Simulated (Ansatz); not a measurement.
Ideal-gas functions of `O[SiH]([AlH2])S` at 500 K and 1 bar, from an Ansatz frequency run at PBE0-D4/def2-TZVP.

Molar mass 108.17 g/mol, point group C1 (symmetry number 1), electronic degeneracy 1, moments of inertia 118.525, 197.519, 273.812 u Å². Harmonic wavenumbers (cm⁻¹, unscaled): 120, 165, 187, 293, 318, 370, 397, 428, 498, 564, 601, 704, 729, 777, 887, 920, 1909, 1936, 2224, 2707, 3912.

Use S(trans) = R[1.5 ln M + 2.5 ln T − 1.1517]; rotational temperatures θ = 24.2544 K / I; S(rot) = R[ln(√π/σ · √(T³/θAθBθC)) + 1.5]; for each mode x = 1.438777 ν̃/T, S = R[x/(eˣ − 1) − ln(1 − e⁻ˣ)] and H = RT x/(eˣ − 1); 1 cm⁻¹ = 0.0119627 kJ/mol; R = 8.31446 J/(mol·K).

Task: By hand: the entropy, in J/(mol·K).

Result: Translation 178.0. Rotation: θ = 0.2046, 0.1228, 0.0886 K, giving 120.1. Vibration, mode by mode: 17.20, 14.59, 13.57, 9.98, 9.34, 8.18, 7.65, 7.09, 6.00, 5.14, 4.72, 3.73, 3.53, 3.17, 2.47, 2.29, 0.22, 0.21, 0.10, 0.03, 0.00, in all 119.2. Electronic 0.0. Sum 417.3 J/(mol·K).

Task: By hand: H − E and G − E in kJ/mol, counted from the electronic energy.

Result: Zero-point energy ½ × 20646 × 0.0119627 = 123.5; thermal vibration 32.4; translation, rotation and pV give 4 RT = 16.6. H − E = 172.5 kJ/mol, and G − E = 172.5 − 500 × 417.3/1000 = -36.2 kJ/mol.

Vibration gives 29 % of the entropy, 17.2 J/(mol·K) of it from the mode under 150 cm⁻¹: soft modes count most, and the harmonic formula is weakest for them. The sum counts one conformer and one mirror image; others add a mixing term.
